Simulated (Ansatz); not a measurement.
`OBC(F)S` + H₂ → `OBCF` + H₂S  (hydrogenolysis of a C–S bond)

Program: Ansatz. Geometries: PBE0-D4/def2-TZVP. ΔE: electronic, gas phase. CCSD(T)/CBS is the MP2 limit (def2-TZVPP, def2-QZVPP) plus CCSD(T) − MP2 in def2-TZVPP, frozen cores. This one scheme is used for every species. DFT in def2-TZVPP. HSE06 is defined as in plane-wave codes. Each species was taken in one conformer, which may not be the lowest.

**Question.** Is it downhill or uphill in electronic energy at CCSD(T)/CBS, and by how much? (An estimate is asked.)

**Answer.** The calculation gave: Downhill: ΔE = -0.51 eV.

**Question.** What do these levels give: LDA (SPW92), r2SCAN-D4, PBE0-D4, r2SCANh-D4, revPBE, BLYP, HSE06, MP2/def2-SVP, CCSD/def2-SVP, HF/def2-TZVPP, MP2/def2-TZVPP, HF/def2-QZVPP? (An estimate is asked.)

**Answer.** Computed: LDA (SPW92) -0.36, r2SCAN-D4 -0.44, PBE0-D4 -0.50, r2SCANh-D4 -0.48, revPBE -0.52, BLYP -0.56, HSE06 -0.56, MP2/def2-SVP -0.55, CCSD/def2-SVP -0.67, HF/def2-TZVPP -0.87, MP2/def2-TZVPP -0.49, HF/def2-QZVPP -0.87 eV.

Largest T1 diagnostic among the species: 0.013.

At CCSD(T), def2-SVP lies −0.09 eV from the extrapolated value and def2-TZVPP −0.03 eV. In def2-TZVPP, CCSD(T) changes the Hartree–Fock value by +0.32 eV (the triples alone add +0.08 eV) and MP2 by +0.38 eV. From r2SCAN to r2SCAN0 (25 % exact exchange), in def2-TZVPP and without D4, ΔE moves by −0.08 eV.
